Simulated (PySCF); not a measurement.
Electronic structure of Ag (silver, neutral) at the M06-L level

Configuration: [Kr] 4d10 5s1, 2S determinant. All numbers are calculated (PySCF 2.14, a scalar-relativistic core potential, in def2-SVP with the def2 core potential (28 electrons) (5s3p2d1f, 31 functions)).

```
Total energy                : -147.0312 hartree
One-electron energy         : -261.3797 hartree
Hartree (Coulomb) energy    : 128.5983 hartree
Exchange-correlation energy : -14.2498 hartree
⟨S²⟩                        : 0.7510
⟨L²⟩                        : 0.000
Sum of ⟨r⟩                  : 25.19 bohr
Sum of ⟨r²⟩                 : 43.90 bohr²
Time after the integrals    : 0.34 s of wall time on 1 thread of Intel(R) Xeon(R) 6975P-C (shared host)
```

```json
{"shell": "4s α", "electrons": "1", "mean orbital energy (eV)": "-98.928", "rms radius, mean of both spins (bohr)": "0.976"}
{"shell": "4s β", "electrons": "1", "mean orbital energy (eV)": "-98.913", "rms radius, mean of both spins (bohr)": "0.976"}
{"shell": "4p α", "electrons": "3", "mean orbital energy (eV)": "-60.871", "rms radius, mean of both spins (bohr)": "1.08"}
{"shell": "4p β", "electrons": "3", "mean orbital energy (eV)": "-60.842", "rms radius, mean of both spins (bohr)": "1.08"}
{"shell": "4d α", "electrons": "5", "mean orbital energy (eV)": "-7.303", "rms radius, mean of both spins (bohr)": "1.56"}
{"shell": "4d β", "electrons": "5", "mean orbital energy (eV)": "-7.128", "rms radius, mean of both spins (bohr)": "1.56"}
{"shell": "5s α", "electrons": "1", "mean orbital energy (eV)": "-4.318", "rms radius, mean of both spins (bohr)": "3.27"}
```

Energies and moments cover only the electrons outside the core potential.
